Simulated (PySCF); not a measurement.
## Exercise with solution: oscillator strength and radiative lifetime

C₄H₃Cl₂F, SMILES C#C[C@H](F)C(Cl)Cl.

Geometry: B3LYP-D3(BJ)/def2-SVP. The structure was generated by enumeration; whether it is a known compound was not checked. One conformer was computed; it need not be the lowest.

TDA-LC-ωPBE/def2-SVPD (PySCF) puts the first singlet state with f over 0.02 at 8.91 eV (vertical), with the transition dipole (0.355, -0.180, 0.192) in atomic units.

Problem. Find the oscillator strength, the wavelength and the radiative lifetime that this transition would have in vacuum if emission retraced absorption.

Solution. 
|μ|² = 0.1953 au, so |μ| = 1.12 D. ΔE = 8.91/27.211 = 0.3274 hartree. f = (2/3) ΔE |μ|² = 0.043 (the program prints 0.043).
λ = 1239.84/8.91 = 139 nm; ν = 71864 cm⁻¹.
Einstein's coefficient A = 0.6670 ν² f s⁻¹ (ν in cm⁻¹) = 1.5e8 s⁻¹, so τ = 1/A = 6.8 ns. This state is S10; the lower singlets have f = 0.000, 0.002, 0.000, 0.000, 0.012, 0.000, 0.003, 0.006, 0.019. The figure is the radiative limit of this one transition; relaxation, internal conversion, crossing to triplets and a medium change what is measured.
